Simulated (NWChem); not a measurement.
A series in which one site is exchanged, each optimised at PBE0/def2-SVP with NWChem, gas phase unless a solvent is named. For some, no frequency run checked for a minimum. def2 effective core potentials on I; no spin-orbit coupling.

A: B(F)C (CH4BF; site = F)
B: BC (CH5B; site = H)
C: IBC (CH4BI; site = I)
D: CBCl (CH4BCl; site = Cl)

### Question
Rank them by lowest singlet excitation, B3LYP/def2-SVPD, TDA (eV), lowest first.

### Answer
C (4.13), D (5.35), B (5.80), A (6.42)
